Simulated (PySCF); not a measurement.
Species: C6H14FNSi.
Atom-mapped SMILES: `[CH3:1][CH2:2][CH2:3][C@@H:4]1[CH2:5][Si@@H:6]([CH2:7][F:8])[NH:9]1`

Geometry (GFN2-xTB, Å), atoms numbered from 1 in this order:
```xyz
23
C6H14FNSi angstrom
C      3.3905    0.5687   -1.3311
C      2.3334    0.4856   -0.2368
C      0.9214    0.5932   -0.8072
C     -0.1539    0.5952    0.2720
C     -0.4047   -0.7813    0.9079
Si    -2.0374   -0.8504   -0.0787
C     -3.7467   -0.9250    0.7759
F     -4.3088   -2.1706    0.5777
N     -1.5002    0.7710   -0.2701
H      3.2498   -0.2275   -2.0586
H      4.3879    0.4758   -0.9081
H      3.3260    1.5216   -1.8522
H      2.4378   -0.4597    0.2987
H      2.4914    1.2913    0.4839
H      0.7276   -0.2392   -1.4879
H      0.8400    1.5196   -1.3833
H      0.0684    1.3820    1.0029
H      0.3489   -1.5189    0.6569
H     -0.4888   -0.7323    1.9888
H     -2.0581   -1.8028   -1.1970
H     -3.7095   -0.7725    1.8558
H     -4.4461   -0.2042    0.3486
H     -1.6737    1.5073   -0.9355
```

NICS = −σ at a ghost point: NICS(0) at the centroid of the ring atoms, NICS(1) 1 Å to either side along the normal of their mean plane, zz for the tensor component along that normal. Level: GIAO PBE0/pcSseg-1 (PySCF, non-relativistic, gas phase) on the GFN2-xTB geometry, one conformer.

Ring bond lengths (Å), with Mayer bond orders in brackets: C4–C5 1.537 (0.97), C5–Si6 1.909 (0.91), Si6–N9 1.719 (1.02), N9–C4 1.462 (0.94).

Problem. What do the NICS probes read (ppm)?

Solution. 
```json
{"ring": "C4–C5–Si6–N9", "type": "4-membered ring with N and Si; formal bonds all single", "NICS(0)": "-4.2", "NICS(1), two faces": "-1.0 / -1.3", "NICS(1)zz, two faces": "2.2 / 2.0", "rms pucker (Å)": "0.08", "centre to ring atoms, mean (Å)": "1.16"}
```

Problem. What can be read from them?

Solution. 
- C4–C5–Si6–N9: mean NICS(1)zz 2.1 ppm, near zero. C4, C5, Si6 have four or more neighbours; no verdict on aromaticity is drawn.

Problem. At the second NICS(1) probe listed for ring C4–C5–Si6–N9, 1 Å off the ring, what do the in-plane components average?

Solution. The isotropic value is a third of the trace: (3 × -1.3 − (2.0))/2 = -3.0 ppm.
